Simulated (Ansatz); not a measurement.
ClF₉Si₃Sn (`F[Si](F)(F)[Sn]([Cl])([Si](F)(F)F)[Si](F)(F)F`) at its PBE0-D4/def2-TZVP geometry, where that method's forces vanish. The species carries charge 0 and has multiplicity 1. Sn: def2 effective core potential.

```xyz
14

F    -1.0724    1.6482    2.4160
Si   -1.2632    1.9361    0.8769
F    -0.6689    3.3611    0.5690
F    -2.8076    1.9684    0.5734
Sn   -0.0868    0.1251   -0.4968
Cl   -0.4757    0.6866   -2.7280
Si   -1.1140   -2.1989   -0.1901
F    -0.9209   -2.6764    1.3009
F    -0.4268   -3.2547   -1.1342
F    -2.6568   -2.1859   -0.5032
Si    2.4579    0.1463   -0.2238
F     2.8395   -0.2223    1.2617
F     3.0535    1.5682   -0.5430
F     3.1421   -0.9020   -1.1786
```

Problem. What forces (eV/Å) does PBE-D4/def2-TZVPP give on these atoms in Ansatz 0.2.0? (Best estimate.)

Solution. Computed: 
```
F1   0.104 -0.157  0.729
Si2  0.268 -0.413 -0.317
F3   0.299  0.681 -0.165
F4  -0.745  0.002 -0.163
Sn5  0.038 -0.055  0.218
Cl6 -0.058  0.084 -0.335
Si7  0.234  0.532 -0.073
F8   0.103 -0.207  0.716
F9   0.343 -0.495 -0.467
F10 -0.745  0.026 -0.159
Si11-0.582 -0.004 -0.066
F12  0.159 -0.178  0.714
F13  0.269  0.695 -0.161
F14  0.312 -0.511 -0.472
```
